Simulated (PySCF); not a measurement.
# Reading the logs of faulty runs: C3GeH8

These are calculations, not measurements. They come from PySCF 2.14.0, an open-source quantum chemistry program, on an isolated molecule that a program drew, which may never have been made. The molecule is C3GeH8 (charge 0, singlet), drawn as the SMILES string `CC[CH]=[GeH2]`.

Each row is a Hartree-Fock (HF) and frozen-core CCSD(T) single point in the cc-pVDZ basis, meant for a local HF minimum. Run 1 is clean. Each other run has one planted mistake out of seven kinds, and not every kind appears here: one electron removed, one electron added, multiplicity raised by two, geometry at a saddle point, minimal basis STO-3G, one bond length entered in bohr, all coordinates scaled. The reference is restricted for singlets and unrestricted otherwise, and also for a bond in bohr. Adding or removing an electron swaps singlet and doublet. Electrons count all cores. HOMO and LUMO are orbital energies over both spins, the gradient is its largest component, and the lowest frequency (negative if imaginary) is given only where the gradient is small. Bond lengths are over the 11 bonds as drawn. T1 is the CCSD diagnostic: over 0.02 (restricted) or 0.045 (unrestricted) a single reference is doubtful. Germanium has the cc-pVDZ-PP basis, with a core potential (ECP10MDF) in place of its 10 inner electrons, and its 3s, 3p and 3d shells are frozen in CCSD(T).

Geometry of the clean run:
```xyz
12
C3GeH8, angstrom
C    -1.1148    1.4253    0.6262
C    -0.4430    0.1880    0.0241
C     1.0357    0.1156    0.3119
Ge    1.8937   -1.1541    1.1897
H    -1.0337    1.4215    1.7153
H    -2.1747    1.4595    0.3603
H    -0.6473    2.3430    0.2596
H    -0.5937    0.2014   -1.0617
H    -0.9457   -0.7116    0.3894
H     1.6328    0.9469   -0.0529
H     1.1964   -2.3794    1.7567
H     3.3941   -1.1085    1.4123
```

| run | electrons | basis functions | <S^2> | HOMO (eV) | LUMO (eV) | gradient (hartree/bohr) | lowest frequency (cm^-1) | mean bond (Å) | longest bond (Å) | T1 | HF (hartree) | CCSD(T) (hartree) | mistake |
|---|---|---|---|---|---|---|---|---|---|---|---|---|---|
| 1 | 58 | 105 | 0.000 | -7.85 | 2.37 | 2.3e-05 | 99 | 1.3088 | 1.766 | 0.0104 | -411.57372 | -412.18004 | no fault |
| 2 | 58 | 105 | 2.028 | -5.88 | 0.95 | 8.4e-02 | - | 1.3088 | 1.766 | 0.0105 | -411.51979 | -412.08436 | multiplicity raised by two |
| 3 | 58 | 105 | 0.000 | -7.92 | 2.49 | 1.6e-02 | - | 1.2840 | 1.732 | 0.0101 | -411.56934 | -412.17059 | all coordinates scaled |
| 4 | 59 | 105 | 0.775 | 0.92 | 8.68 | 3.9e-02 | - | 1.3088 | 1.766 | 0.0139 | -411.51607 | -412.12549 | one electron added |
| 5 | 57 | 105 | 0.758 | -15.90 | -5.99 | 4.9e-02 | - | 1.3088 | 1.766 | 0.0149 | -411.32959 | -411.88536 | one electron removed |
| 6 | 58 | 105 | 1.129 | -7.65 | 2.42 | 2.5e-02 | - | 1.3972 | 2.064 | 0.0726 | -411.45188 | -412.04888 | ? |

**Which mistake was planted in run 6, and what did it cost?**

The mean bond changes by a factor of 1.068 and the longest by 1.169, so the molecule wasn't scaled as a whole. A length L in bohr read as angstrom grows by (1/0.5292 - 1) L = 0.890 L. The 11 bonds together grew by 11 x 0.0884 = 0.972 Å, which gives L = 1.093 Å. That is the length of one of the C-H bonds, 1.092 Å in the clean geometry. So the mistake is: one bond length entered in bohr. Subtracting run 1 and multiplying by 627.51 kcal/mol a hartree, the energy moved by 76.5 kcal/mol in HF and 82.3 kcal/mol in CCSD(T).

Cautions from the logs. Run 4: the HOMO is above zero, so the electron isn't bound and the energy depends on the basis; run 6: T1 is over the limit, so its CCSD(T) energy is less reliable.
